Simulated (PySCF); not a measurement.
C8H10F2 (charge -1 and doublet state).
Cartesian coordinates in Å at the PBE0-D3(BJ)/def2-SVP level; atoms count from 1:
```xyz
20
C8H10F2 angstrom
F     -3.053    0.069    0.497
C     -1.982    0.578   -0.196
F     -2.484    0.967   -1.407
C     -0.902   -0.442   -0.368
C     -0.317   -0.928    0.986
C      1.163   -0.479    0.891
C      1.182    1.040    0.904
C      0.833    1.428   -0.445
C      0.359    0.152   -1.100
C      1.430   -0.829   -0.591
H     -1.609    1.468    0.336
H     -1.348   -1.279   -0.938
H     -0.424   -2.027    1.079
H     -0.811   -0.459    1.851
H      1.809   -0.982    1.632
H      1.894    1.587    1.544
H      0.371    2.392   -0.715
H      0.211    0.194   -2.193
H      1.230   -1.889   -0.847
H      2.437   -0.538   -0.927
```

The hyperfine couplings belong to this conformer and change with its torsions.

As a line formula: `[C@H]12C[C@H]([C@H](C1)[CH][CH-]2)C(F)F` [radical] (charge -1).

Method used: PySCF 2.14.0, UKS B3LYP, IGLO-III on C F, pcH-1 on H, non-relativistic, mean-field spin-orbit, GIAO. Whether the extra electron is bound in the gas phase wasn't checked; a finite basis holds it in any case. Stability of the SCF solution: not tested.

Task: Match the computed a_iso(19F) values +28.4, +0.9 MHz with the sites F1; F3.

Result: 
| site | a_iso (MHz) | ρ(0) (bohr⁻³) | position | distance from C7 (Å) | bound to | spin population there | largest \|T\| (MHz) |
| --- | --- | --- | --- | --- | --- | --- | --- |
| F1 | +0.9 | +0.0002 | 4 bonds from C8 | 4.36 | C2 | +0.03 | 5.2 |
| F3 | +28.4 | +0.0068 | 4 bonds from C8 | 4.33 | C2 | +0.03 | 3.9 |

Task: Match the computed a_iso(13C) values +79.1, +57.8, +48.1, +34.6, -15.3, -7.6, -4.7, -0.9 MHz with the sites C2; C4; C5; C6; C7; C8; C9; C10.

Result: 
```
site  a_iso (MHz)  ρ(0) (bohr⁻³)                 position  distance from C7 (Å)  spin population  largest |T| (MHz)
  C2         -4.7        -0.0042          3 bonds from C8                  3.38            +0.03                0.9
  C4        +34.6        +0.0307          2 bonds from C8                  2.86            +0.01                4.7
  C5        +79.1        +0.0704          2 bonds from C7                  2.48            -0.06                2.6
  C6         -7.6        -0.0067           1 bond from C7                  1.52            -0.03                1.5
  C7        +57.8        +0.0514  largest spin population                  0.00            +0.53               67.4
  C8        +48.1        +0.0428         a main spin site                  1.45            +0.42               68.3
  C9        -15.3        -0.0136           1 bond from C8                  2.34            +0.02                1.8
 C10         -0.9        -0.0008          2 bonds from C8                  2.41            +0.05                6.9
```

ρ(0) is the spin density at the nucleus and T the dipolar tensor. Largest spin populations (Mulliken): C7 (+0.53) and C8 (+0.42). The angles at C7 add up to 349.8°, so it is slightly pyramidal. Main spin sites, with 60 % or more of the largest population: C7, C8; positions count bonds from the nearest.

The SMILES `FC(F)[C@@H]1C[C@@H]2[CH-][CH][C@H]1C2` draws the unpaired electron on C8, whose computed spin population is only +0.42.

The run took 5.2 min of wall time on x86-64 server, one thread (shared host).
